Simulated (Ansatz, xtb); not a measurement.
A geometry optimisation of GaH4NZn with r2SCAN-D4/def2-SVP

The starting geometry of this gas-phase singlet was built from a drawn formula by distance geometry and a force field; its bonds are those of `[NH2+]1[Zn][GaH2-]1`.

```
atom    x (Å)   y (Å)    z (Å)
  Ga  -1.1486  1.5049   0.0861
   N  -1.1417  3.0329  -1.0958
  Zn  -1.9576  1.6697  -1.9839
   H  -1.8957  3.7157  -0.7837
   H  -0.2947  3.5272  -0.9415
   H   0.2174  0.7193  -0.0609
   H  -1.3951  2.0373   1.5969
```

Question: Where would you expect an optimisation with r2SCAN-D4/def2-SVP to take it?

Answer: A bond breaks, giving a structure given below by its coordinates. Distances that change by over a tenth: Ga1–Zn3 (2.23 → 2.71 Å). Contacts that open: N2–Zn3 (1.82 → 3.66 Å).

The energy falls by 1.31 eV over 15 steps:

```csv
step,E − E(last) (eV)
1,1.313
3,0.413
4,0.373
6,0.276
7,0.252
9,0.090
10,0.056
12,0.002
13,0.000
15,0.000
```

Final geometry (Å):

```yaml
atoms:
  - { symbol: Ga, position_ang: [-0.9487, 1.8076, 0.0544] }
  - { symbol: N, position_ang: [-0.7729, 3.5037, -0.5977] }
  - { symbol: Zn, position_ang: [-2.4920, 0.4803, -1.7327] }
  - { symbol: H, position_ang: [-1.4883, 4.2163, -0.4956] }
  - { symbol: H, position_ang: [-0.1183, 3.7522, -1.3325] }
  - { symbol: H, position_ang: [0.2421, 0.8376, -0.2365] }
  - { symbol: H, position_ang: [-2.0378, 1.6092, 1.1580] }
```

From the same start GFN2-xTB reaches the same bonding as this run.

No frequencies were run, so the end isn't proven a minimum. Run with Ansatz 0.2.0, 38 s on 2 threads of Intel(R) Xeon(R) Platinum 8259CL CPU @ 2.50GHz (Skylake/Cascade Lake), with other jobs on the host.
